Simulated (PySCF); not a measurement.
# Excitation energy of Ge²⁺ by level of theory

Ge²⁺ [Ar] 3d10 4s2 (1S) → Ge²⁺ [Ar] 3d10 4s1 4d1 (3D), as a difference of total energies. All numbers are calculated (PySCF 2.14, scalar relativity by spin-free X2C-1e, in aug-cc-pVQZ-DK (8s7p5d3f2g, 93 functions)). Correlated levels: valence: [Ar] 3d10 frozen. The calculations carry no spin-orbit coupling.

```csv
method,excitation energy (eV)
UHF,18.728
LDA,20.070
PBE,19.591
PBE0,19.508
r2SCAN,19.528
BLYP,19.858
CAM-B3LYP,20.113
B2PLYP,19.749
LC-wPBE,19.910
MP2 (valence),19.390
SCS-MP2 (valence),19.655
```

How much does correlation contribute at MP2 (valence)?

19.390 − (18.728) = 0.662 eV, measured against UHF.

A first-order spin-orbit estimate (lowest level to lowest level, LS coupling) adds -0.010 eV.

The promoted electron is Rydberg-like, and one or two diffuse shells describe it only roughly, which tends to raise the upper state.
